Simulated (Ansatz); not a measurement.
BeF2⁻. The state is a doublet with charge -1. Geometry PBE0-D4/def2-TZVP, that of the neutral singlet; atoms count from 1.

```xyz
3

Be    0.000    0.002    0.002
F     0.056   -1.077    0.857
F    -0.056    1.075   -0.860
```

The highest occupied level of the charge -1 doublet lies above zero (up to 1.70 eV). By energy differences it is unbound by 0.43 eV (vertical, to the charge 0 singlet, at PBE0-D4/def2-TZVPD) and held by the finite basis. The structure comes from a short search, and lower isomers may exist.

Q: Estimate the Mulliken populations from the PBE0/def2-TZVPD orbitals of Ansatz.

A: 
```tsv
atom	charge (e)	spin (α − β)
Be1	-0.51	0.94
F2	-0.24	0.03
F3	-0.24	0.03
```
Mulliken values and Mayer orders depend strongly on the basis. With diffuse functions, as here, like atoms can get unlike values, and bond orders can come out too low or too high.

Q: Where does the spin sit?

A: Summed by element: Be 0.94, F 0.06, of 1 unpaired in all. Largest on single atoms: Be1 0.94, F2 0.03, F3 0.03.

Q: And the Mayer bond orders between bonded heavy atoms (over 0.3)?

A: Be1–F2 1.28 (1.38 Å); Be1–F3 1.28 (1.38 Å).
